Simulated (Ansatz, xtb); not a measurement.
# AlF2OSi: where a starting geometry ends

The starting geometry of this gas-phase doublet was built from a drawn formula by distance geometry and a force field; its bonds are those of `O=[Si](F)[Al][F]`.

```xyz
5

Al    2.8950    1.0227   -2.2285
F     0.0681    0.5792   -0.2024
F     3.6863    2.0495   -3.4795
O     0.1090    2.8512   -1.8224
Si    0.8075    1.5755   -1.3503
```

Task: Where would you expect an optimisation with r2SCAN-D4/def2-SVP to take it?

Result: It keeps its bonds, and is `O=[Si](F)[Al][F]`.

The energy falls by 0.60 eV over 17 steps:

```
step  E − E(last) (eV)
   1             0.596
   3             0.226
   5             0.064
   6             0.055
   8             0.016
  10             0.009
  12             0.001
  13             0.000
  15             0.000
  17             0.000
```

Final geometry (Å):

```xyz
5

Al    3.1356    1.6381   -1.9809
F     0.2544    0.3631   -0.6859
F     3.5711    1.3040   -3.5555
O    -0.1029    3.0388   -1.4331
Si    0.7078    1.7342   -1.4277
```

From the same start GFN2-xTB ends elsewhere, at `O=[Si][Al]([F])[F]`.

No frequencies were run, so the end isn't proven a minimum. Open shells are spin-unrestricted. Run with Ansatz 0.2.0, 64 s on 2 threads of Arm Neoverse V2, with other jobs on the host.
